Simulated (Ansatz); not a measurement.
Basis-set extrapolation for C2H6MgO2, SMILES `C[O][Mg][O]C` (PBE0-D4/def2-TZVP geometry, frozen core, Ansatz 0.2.0). Multiplicity 1, RHF reference. For Mg the program correlates outer-core shells too, which these sets cover unevenly, so the extrapolated numbers aren't a true limit.

```csv
,def2-TZVPP,def2-QZVPP
HF,-428.717662,-428.739531
MP2 correlation,-1.027757,-1.130979
CCSD(T) correlation,-1.092922,not run
```

Energies in hartree. Use E(X) = E(∞) + A·exp(−7.88·√X) for Hartree–Fock and E(X) = E(∞) + B·X^(−2.97) for correlation, with X = 3 and 4, and add CCSD(T) minus MP2 of the smaller set to the MP2 limit.

Q: What is the CCSD(T) energy at the basis-set limit?

A: HF limit: -428.739531 + (-0.021869) × 0.13774 = -428.74254. MP2 limit: -1.130979 + (-0.103222) × 0.74074 = -1.20744. Higher-order term: -1.092922 − (-1.027757) = -0.06516. Total: -430.01514 hartree, 128.4 kcal/mol below CCSD(T)/def2-TZVPP.
